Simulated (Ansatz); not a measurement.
Sn₂S⁻. The state is a doublet with charge -1. Geometry B3LYP-D4/def2-TZVP, that of the neutral singlet; atoms count from 1.

```tsv
atom	x (Å)	y (Å)	z (Å)
Sn1	0.496	-1.382	-0.653
Sn2	-1.354	0.846	-0.179
S3	0.859	0.536	0.833
```

In the def2 sets Sn takes a core potential; there is no spin–orbit coupling. The highest occupied level of the charge -1 doublet lies above zero (up to 0.13 eV). By energy differences its removal costs 1.40 eV (vertical, to the charge 0 singlet, at PBE0-D4/def2-TZVPD); a positive level beside a positive removal energy at the same level points to self-interaction error. The structure comes from a short search, and lower isomers may exist.

**Question.** Estimate the Mulliken populations from the PBE0/def2-TZVPD orbitals of Ansatz.

**Answer.** 
| atom | charge (e) | spin (α − β) |
| --- | --- | --- |
| Sn1 | -0.16 | 0.42 |
| Sn2 | -0.16 | 0.42 |
| S3 | -0.69 | 0.16 |
Mulliken values and Mayer orders depend strongly on the basis. With diffuse functions, as here, like atoms can get unlike values, and bond orders can come out too low or too high.

**Question.** Where does the spin sit?

**Answer.** Summed by element: Sn 0.84, S 0.16, of 1 unpaired in all. Largest on single atoms: Sn2 0.42, Sn1 0.42, S3 0.16.

**Question.** And the Mayer bond orders between bonded heavy atoms (over 0.3)?

**Answer.** Sn1–Sn2 1.48 (2.93 Å); Sn1–S3 0.93 (2.45 Å); Sn2–S3 0.93 (2.45 Å).
